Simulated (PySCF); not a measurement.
CH₆Cl₂Ge₂.
Atom-mapped SMILES: `[Cl:1][GeH2:2][CH2:3][GeH2:4][Cl:5]` (hydrogens: H6, H7 on Ge2; H8, H9 on C3; H10, H11 on Ge4)

Geometry (PBE0-D3(BJ)/def2-SVP, Å), atoms numbered from 1 in this order:
```
atom  x, y, z in Å
Cl1    1.7678    3.1248   -0.1322
Ge2    2.0960    1.2577    0.9266
C3     0.6088    0.1091    0.4173
Ge4   -1.1511    0.8056    0.8736
Cl5   -1.1151    1.2100    3.0088
H6     2.1270    1.5814    2.4236
H7     3.4397    0.7016    0.4286
H8     0.6529   -0.0409   -0.6737
H9     0.7336   -0.8744    0.8987
H10   -1.4700    2.1288    0.1699
H11   -2.2470   -0.2483    0.6461
```

Computed with PySCF at B3LYP/def2-SVPD, non-relativistic, on one gas-phase PBE0-D3(BJ)/def2-SVP geometry that isn't relaxed in the solvent. The solvent is an IEF-PCM continuum (cavity from Bondi-type radii × 1.2), and excitations are vertical TDDFT with non-equilibrium linear response and a frozen core. The model holds no explicit solvent molecules, cavitation or dispersion. Spin–orbit coupling is left out although an atom past zinc is present.

Gas-phase singlets (H = HOMO, L = LUMO):

| state | E (eV) | λ (nm) | f | leading configurations |
| --- | --- | --- | --- | --- |
| S1 | 6.649 | 186 | 0.005 | H→L 49%, H→L+1 29% |
| S2 | 6.662 | 186 | 0.004 | H→L+1 47%, H→L 33% |
| S3 | 6.701 | 185 | 0.013 | H-1→L+1 36%, H-2→L 34% |
| S4 | 6.715 | 185 | 0.013 | H-1→L 33%, H-2→L+1 30% |
| S5 | 7.091 | 175 | 0.024 | H-3→L 54%, H-3→L+1 12% |

Question: How does the list change in methanol (ε = 32.61)?

Answer: 
| state | E (eV) | λ (nm) | f | leading configurations | change by rank (eV) |
| --- | --- | --- | --- | --- | --- |
| S1 | 6.719 | 185 | 0.001 | H→L 85% | +0.070 |
| S2 | 6.735 | 184 | 0.008 | H→L+1 82%, H-3→L 8% | +0.073 |
| S3 | 6.870 | 180 | 0.020 | H-1→L 40%, H-1→L+1 25% | +0.169 |
| S4 | 6.882 | 180 | 0.019 | H-1→L+1 41%, H-1→L 26% | +0.167 |
| S5 | 7.235 | 171 | 0.067 | H-3→L 79%, H→L+1 9% | +0.144 |

Question: What are the lowest 5 singlets in dimethylsulfoxide (ε = 46.83)?

Answer: 
```json
{"state": "S1", "E (eV)": "6.715", "λ (nm)": "185", "f": "0.001", "leading configurations": "H→L 86%", "change by rank (eV)": "+0.066"}
{"state": "S2", "E (eV)": "6.733", "λ (nm)": "184", "f": "0.009", "leading configurations": "H→L+1 83%, H-3→L 8%", "change by rank (eV)": "+0.071"}
{"state": "S3", "E (eV)": "6.867", "λ (nm)": "181", "f": "0.022", "leading configurations": "H-1→L 43%, H-1→L+1 22%", "change by rank (eV)": "+0.166"}
{"state": "S4", "E (eV)": "6.880", "λ (nm)": "180", "f": "0.021", "leading configurations": "H-1→L+1 43%, H-1→L 24%", "change by rank (eV)": "+0.165"}
{"state": "S5", "E (eV)": "7.234", "λ (nm)": "171", "f": "0.078", "leading configurations": "H-3→L 79%, H→L+1 9%", "change by rank (eV)": "+0.143"}
```

Question: The ground-state energy changes by -0.192 eV from gas to dimethylsulfoxide. By how much does the total energy of gas-phase S5 change?

Answer: E(S5) = E(S0) + excitation energy, so it changes by -0.192 + 0.143 = -0.049 eV: it is lowered less than the ground state, which is what a blue shift means. This is the vertical state, with the slow part of the continuum still set for S0.

Question: How do the frontier levels move from gas to dimethylsulfoxide?

Answer: 
```
orbital  gas (eV)  solvent (eV)  change (eV)                      Löwdin shares, gas                  Löwdin shares, solvent
 LUMO+2     -0.16          0.06        +0.22   Ge4 23 %, Ge2 21 %, H11 12 %, H7 11 %   Ge4 22 %, Ge2 21 %, H11 11 %, H7 11 %
 LUMO+1     -0.68         -0.48        +0.20    Ge2 27 %, Cl1 19 %, Ge4 14 %, C3 9 %  Ge2 23 %, Cl1 20 %, Ge4 16 %, Cl5 12 %
   LUMO     -0.73         -0.55        +0.18  Ge4 22 %, Cl5 22 %, Cl1 11 %, Ge2 10 %  Cl5 22 %, Ge4 18 %, Cl1 14 %, Ge2 12 %
   HOMO     -8.37         -8.23        +0.14    Cl1 28 %, Cl5 26 %, C3 16 %, Ge2 9 %   C3 22 %, Cl1 19 %, Cl5 18 %, Ge2 12 %
 HOMO-1     -8.47         -8.45        +0.02    Cl1 35 %, Cl5 31 %, Ge2 8 %, Ge4 8 %   Cl1 28 %, Cl5 28 %, Ge2 10 %, Ge4 9 %
 HOMO-2     -8.59         -8.62        -0.03    Cl5 40 %, Cl1 35 %, Ge4 7 %, Ge2 6 %    Cl5 35 %, Cl1 33 %, Ge4 8 %, Ge2 8 %
 HOMO-3     -8.67         -8.68        -0.01              Cl5 40 %, Cl1 39 %, C3 9 %    Cl5 37 %, Cl1 37 %, C3 12 %, Ge4 4 %
```

The HOMO–LUMO gap goes from 7.64 to 7.68 eV.
